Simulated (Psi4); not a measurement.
spiropentane (C5H8), singlet, geometry from GFN2-xTB; Psi4 with B3LYP/6-31+G*.

Input for Psi4:
```
memory 2 GB

molecule mol {
0 1
C    -0.000000    0.000000   -0.000000
C    -0.001824    0.757121    1.269519
C    -0.007241   -0.756922    1.269619
C     0.761549   -0.002808   -1.266866
C    -0.752484    0.002609   -1.272272
H    -0.905655    1.269773    1.566496
H     0.903510    1.263300    1.572955
H    -0.914718   -1.263053    1.566662
H     0.894447   -1.269526    1.573121
H     1.268772   -0.909242   -1.565228
H     1.275246    0.899934   -1.565346
H    -1.264037   -0.900181   -1.574270
H    -1.257564    0.908996   -1.574389
}

set {
  basis 6-31+g*
  reference rks
}

energy('b3lyp')
print_variables()
```

It wrote (shortened):

```
   => Loading Basis Set <=

    Name: 6-31+G*
    Role: ORBITAL
    Keyword: BASIS

         ---------------------------------------------------------
                                   SCF
               by Justin Turney, Rob Parrish, Andy Simmonett
                          and Daniel G. A. Smith
                              RKS Reference
         ---------------------------------------------------------

  ==> Geometry <==

    Molecular point group: c1
    Full point group: C1

    Geometry (in Angstrom), charge = 0, multiplicity = 1:

       Center              X                  Y                   Z               Mass
    ------------   -----------------  -----------------  -----------------  -----------------
         C           -0.000000014807    -0.000000014807    -0.000000014807    12.000000000000
         C           -0.001824014807     0.757120985193     1.269518985193    12.000000000000
         C           -0.007241014807    -0.756922014807     1.269618985193    12.000000000000
         C            0.761548985193    -0.002808014807    -1.266866014807    12.000000000000
         C           -0.752484014807     0.002608985193    -1.272272014807    12.000000000000
         H           -0.905655014807     1.269772985193     1.566495985193     1.007825032230
         H            0.903509985193     1.263299985193     1.572954985193     1.007825032230
         H           -0.914718014807    -1.263053014807     1.566661985193     1.007825032230
         H            0.894446985193    -1.269526014807     1.573120985193     1.007825032230
         H            1.268771985193    -0.909242014807    -1.565228014807     1.007825032230
         H            1.275245985193     0.899933985193    -1.565346014807     1.007825032230
         H           -1.264037014807    -0.900181014807    -1.574270014807     1.007825032230
         H           -1.257564014807     0.908995985193    -1.574389014807     1.007825032230

  Running in c1 symmetry.

  Rotational constants: A =      0.35839  B =      0.13960  C =      0.13960 [cm^-1]
  Rotational constants: A =  10744.33551  B =   4185.16211  C =   4185.16181 [MHz]
  Nuclear repulsion =  171.024035426046737

  Charge       = 0
  Multiplicity = 1
  Electrons    = 38
  Nalpha       = 19
  Nbeta        = 19

  ==> Algorithm <==

  SCF Algorithm Type is DF.
  DIIS enabled.
  MOM disabled.
  Fractional occupation disabled.
  Guess Type is SAD.
  Energy threshold   = 1.00e-06
  Density threshold  = 1.00e-06
  Integral threshold = 1.00e-12

  ==> Primary Basis <==

  Basis Set: 6-31+G*
    Blend: 6-31+G*
    Number of shells: 56
    Number of basis functions: 111
    Number of Cartesian functions: 111
    Spherical Harmonics?: false
    Max angular momentum: 2

  ==> DFT Potential <==

   => LibXC <=

    Version 7.1.2
    S. Lehtola, C. Steigemann, M. J. T. Oliveira, and M. A. L. Marques,  SoftwareX 7, 1–5 (2018) (10.1016/j.softx.2017.11.002)

   => Composite Functional: B3LYP <=

    B3LYP Hyb-GGA Exchange-Correlation Functional

    P. J. Stephens, F. J. Devlin, C. F. Chabalowski, and M. J. Frisch,  J. Phys. Chem. 98, 11623 (1994) (10.1021/j100096a001)

    Deriv               =              1
    GGA                 =           TRUE
    Meta                =          FALSE

    Exchange Hybrid     =           TRUE
    MP2 Hybrid          =          FALSE

   => Exchange Functionals <=

    0.0800   Slater exchange
    0.7200         Becke 88

   => Exact (HF) Exchange <=

    0.2000               HF

   => Correlation Functionals <=

    0.1900   Vosko, Wilk & Nusair (VWN5_RPA)
    0.8100   Lee, Yang & Parr

   => LibXC Density Thresholds  <==

    XC_HYB_GGA_XC_B3LYP:  1.00E-15

   => Molecular Quadrature <=

    Radial Scheme          =       TREUTLER
    Pruning Scheme         =           NONE
    Nuclear Scheme         =       TREUTLER

    Blocking Scheme        =         OCTREE
    BS radius alpha        =              1
    Pruning alpha          =              1
[...]

    Name: (6-31+G* AUX)
    Role: JKFIT
    Keyword: DF_BASIS_SCF

  ==> Integral Setup <==

  SCF_SUBTYPE=INCORE selected. In-core MEM_DF algorithm will be used.
  Using in-core AOs.

  ==> MemDFJK: Density-Fitted J/K Matrices <==

    J tasked:                   Yes
    K tasked:                   Yes
    wK tasked:                   No
    Algorithm:                 Core
    Schwarz Cutoff:           1E-12
    Mask sparsity (%):       0.0649
    Fitting Condition:        1E-10

   => Auxiliary Basis Set <=

  Basis Set: (6-31+G* AUX)
    Blend: HEAVY-AUG-CC-PVDZ-JKFIT
    Number of shells: 212
    Number of basis functions: 705
    Number of Cartesian functions: 705
    Spherical Harmonics?: false
    Max angular momentum: 3

  Minimum eigenvalue in the overlap matrix is 7.0260578920E-05.
  Reciprocal condition number of the overlap matrix is 6.1128588136E-06.
    Using symmetric orthogonalization.

  ==> Pre-Iterations <==

  SCF Guess: Superposition of Atomic Densities via on-the-fly atomic UHF (no occupation information).

   -------------------------
    Irrep   Nso     Nmo
   -------------------------
     A        111     111
   -------------------------
    Total     111     111
   -------------------------

  ==> Iterations <==

                           Total Energy        Delta E     RMS |[F,P]|

   @DF-RKS iter SAD:  -194.91264434146228   -1.94913e+02   0.00000e+00
   @DF-RKS iter   1:  -194.63074160362356    2.81903e-01   9.71638e-03 ADIIS/DIIS
   @DF-RKS iter   2:  -193.49749876755175    1.13324e+00   1.59491e-02 ADIIS/DIIS
   @DF-RKS iter   3:  -195.26705710566068   -1.76956e+00   1.40476e-03 ADIIS/DIIS
   @DF-RKS iter   4:  -195.27101731542601   -3.96021e-03   1.11853e-03 ADIIS/DIIS
   @DF-RKS iter   5:  -195.27811008092718   -7.09277e-03   5.75866e-05 DIIS
   @DF-RKS iter   6:  -195.27813308397202   -2.30030e-05   4.56459e-06 DIIS
   @DF-RKS iter   7:  -195.27813323654172   -1.52570e-07   8.63525e-07 DIIS
  Energy and wave function converged.

  ==> Post-Iterations <==

   Electrons on quadrature grid:
      Ntotal   =   37.9999860908 ; deviation = -1.391e-05

    Orbital Energies [Eh]
    ---------------------

    Doubly Occupied:

[...]
      19A     -0.275893

    Virtual:

[...]
    Final Occupation by Irrep:
              A
    DOCC [    19 ]
    NA   [    19 ]
    NB   [    19 ]

  @DF-RKS Final Energy:  -195.27813323654172

   => Energetics <=

    Nuclear Repulsion Energy =            171.0240354260467370
    One-Electron Energy =                -599.5442754383007014
    Two-Electron Energy =                 257.6363001054861570
    DFT Exchange-Correlation Energy =     -24.3941933297739375
    Empirical Dispersion Energy =           0.0000000000000000
    VV10 Nonlocal Energy =                  0.0000000000000000
    Total Energy =                       -195.2781332365417484

Computation Completed

Properties will be evaluated at   0.000000,   0.000000,   0.000000 [a0]

Properties computed using the SCF density matrix

 Multipole Moments:

 ------------------------------------------------------------------------------------
     Multipole            Electronic (a.u.)      Nuclear  (a.u.)        Total (a.u.)
 ------------------------------------------------------------------------------------

 L = 1.  Multiply by 2.5417464519 to convert [e a0] to [Debye]
 Dipole X            :         -0.0000009            0.0000008           -0.0000000
 Dipole Y            :         -0.0000008            0.0000008            0.0000000
 Dipole Z            :         -0.0000010            0.0000008           -0.0000001
 Magnitude           :                                                    0.0000001

 ------------------------------------------------------------------------------------

  Variable Map:
  ----------------------------------------------------------------------------
[...]
  Array Variable Map:
  ----------------------------------------------------------------------------
[...]
[...]
```
